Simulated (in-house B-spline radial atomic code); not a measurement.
Ni V (Ni4+): [Ar] 3d5 4p1 (an excited or competing configuration)

All numbers are computed (non-relativistic r2SCAN0, spin-polarised, spherical fractional occupations; point nucleus) with an all-electron radial atomic-structure program (B-spline basis), not measured.

Screening seen three ways: the hydrogenic charge with the same mean radius, Z_r = [3n² - l(l+1)]/(2<r>), the one with the same energy, Z_e = n√(-2ε), and Slater's rules. Values are occupation-weighted means over spin.

```csv
shell,electrons,ε (eV),<r> (bohr),Z_r,Z_e,Slater
1s,2,-8266.4,0.05484,27.35,24.65,27.70
2s,2,-1065.8,0.2476,24.23,17.70,23.85
2p,6,-937.98,0.2164,23.10,16.61,23.85
3s,2,-189.37,0.7293,18.51,11.19,16.75
3p,6,-148.52,0.75,16.67,9.91,16.75
3d,5,-86.49,0.7898,13.30,7.56,8.60
4p,1,-40.851,2.138,10.76,6.93,6.95
```

The least bound orbital is 4p up at -40.85 eV, and it is also the most diffuse (<r> = 2.138 bohr).

Caution: exact exchange at fractional occupations of open shells leaves self-interaction of up to several eV.
